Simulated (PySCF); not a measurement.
## Vibration and rotation of SiHg⁺

UHF-CCSD(T) constants of SiHg⁺, ²Π (doublet), unpaired electrons π ↑ (PySCF, scalar-relativistic core potentials, basis sets Si def2-SVP, Hg def2-SVP with ECP60; masses 27.9769 and 201.9706 u):

* ωe: 201.0 cm⁻¹
* ωexe: 1.18 cm⁻¹
* Be: 0.097187 cm⁻¹
* αe: 0.000735 cm⁻¹
* D (centrifugal): 9.09e-08 cm⁻¹
* De to Si⁺ + Hg: 1.06 eV

(1) Give the vibrational terms G(v) and spacings up to v = 6.

(2) How well does the Morse estimate ωe²/(4ωexe) reproduce De, and what is D0?

Correlated steps freeze 5 core orbitals. Correlated levels converge slowly with the basis: in double zeta they bind strong bonds too weakly, by up to about 1 eV, and carry superposition errors of some tenths. Spin–orbit coupling is left out, which matters for elements this heavy, above all for dissociation energies. For an ion De counts to the pair picked by the measured ionisation energies or electron affinities, which need not be the lowest pair at this level. The state was picked by a PBE0 search and need not be the measured ground state.

## Answers

(1) G(v) = ωe(v+½) − ωexe(v+½)².

```json
{"v": "0", "G(v) (cm⁻¹)": "100.2", "G(v) − G(v−1)": "", "Bv (cm⁻¹)": "0.09682"}
{"v": "1", "G(v) (cm⁻¹)": "298.8", "G(v) − G(v−1)": "198.6", "Bv (cm⁻¹)": "0.09608"}
{"v": "2", "G(v) (cm⁻¹)": "495.1", "G(v) − G(v−1)": "196.3", "Bv (cm⁻¹)": "0.09535"}
{"v": "3", "G(v) (cm⁻¹)": "689.0", "G(v) − G(v−1)": "193.9", "Bv (cm⁻¹)": "0.09461"}
{"v": "4", "G(v) (cm⁻¹)": "880.6", "G(v) − G(v−1)": "191.6", "Bv (cm⁻¹)": "0.09388"}
{"v": "5", "G(v) (cm⁻¹)": "1069.8", "G(v) − G(v−1)": "189.2", "Bv (cm⁻¹)": "0.09314"}
{"v": "6", "G(v) (cm⁻¹)": "1256.6", "G(v) − G(v−1)": "186.8", "Bv (cm⁻¹)": "0.09241"}
```

(2) It gives 1.06 eV, 100 % of the computed De. D0 = De − G(0) = 1.06 − 0.01 = 1.05 eV.
